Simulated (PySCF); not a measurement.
# Where the electron goes

C8H8O2S.
Cartesian coordinates in Å at the PBE0-D3(BJ)/def2-SVP level; atoms count from 1:
```xyz
19
C8H8O2S angstrom
O     -1.7101    1.6192   -2.1221
S     -1.5074    1.3618   -0.7018
O     -1.9001    2.3571    0.2918
C     -2.1882   -0.2399   -0.1996
C     -1.2076   -0.7746    0.8391
C      0.1671   -0.2928    0.4354
C      1.3951   -0.8407    0.8018
C      2.5728   -0.2471    0.3458
C      2.5406    0.8862   -0.4725
C      1.3197    1.4422   -0.8495
C      0.1625    0.8346   -0.3824
H     -2.2173   -0.8576   -1.1087
H     -3.2055   -0.0583    0.1704
H     -1.2501   -1.8715    0.9089
H     -1.4569   -0.3721    1.8351
H      1.4348   -1.7304    1.4358
H      3.5361   -0.6792    0.6272
H      3.4740    1.3308   -0.8249
H      1.2640    2.3165   -1.5017
```

The calculation used TDDFT PBE0/def2-SVPD, vertical, gas phase, core orbitals frozen in the response (PySCF).

Frontier orbitals with the atoms that hold most of them (Löwdin shares over 4%, at most four atoms; ? is withheld):

```tsv
orbital	ε (eV)	atoms
LUMO+2	0.38	C5 12%, S2 12%, C7 11%, H14 9%
LUMO+1	-0.98	C6 21%, C9 20%, C7 13%, C10 12%
LUMO	-1.28	?
HOMO	?	?
HOMO-1	-7.95	C7 23%, C10 23%, C8 11%, C11 10%
HOMO-2	-8.32	O3 28%, O1 22%, C4 13%, S2 12%
HOMO-3	-8.88	O1 41%, O3 36%, S2 7%
```

Problem. Which atoms hold the HOMO, and with what shares?

Solution. C9 (bonded to 2 C and H) 18%; C6 (bonded to 3 C) 18%; C11 (bonded to 2 C and S) 15%; C8 (bonded to 2 C and H) 14%.

Problem. Give the leading atoms of the LUMO.

Solution. C8 (bonded to 2 C and H) 20%; C11 (bonded to 2 C and S) 18%; C10 (bonded to 2 C and H) 16%; C7 (bonded to 2 C and H) 14%.

Problem. What is the HOMO energy, and the HOMO–LUMO gap?

Solution. ε(HOMO) = -7.77 eV; the gap is 6.50 eV (0.2387 hartree).

Problem. The HOMO–LUMO gap is 6.50 eV. Where does the response calculation put the lowest singlet, and from which orbitals?

Solution. S1 is at 5.25 eV (f = 0.0095), 1.25 eV below the gap, made of HOMO→LUMO (48%), HOMO-1→LUMO+1 (24%), HOMO-1→LUMO (14%). Without the coupling terms of the response equations the lowest excitation would equal the gap.

Next come S2 at 5.78 eV (f 0.016), HOMO-2→LUMO (58%), HOMO→LUMO+1 (16%), HOMO→LUMO (13%); S3 at 5.82 eV (f 0.029), HOMO-2→LUMO (39%), HOMO-1→LUMO (27%), HOMO→LUMO+1 (17%); S4 at 6.17 eV (f 0.015), HOMO-2→LUMO+1 (92%); S5 at 6.45 eV (f 0.180), HOMO-3→LUMO (55%), HOMO-1→LUMO+1 (21%), HOMO→LUMO+1 (11%).

Löwdin shares depend on the basis, the more so with diffuse functions.

One conformer stands for the species.
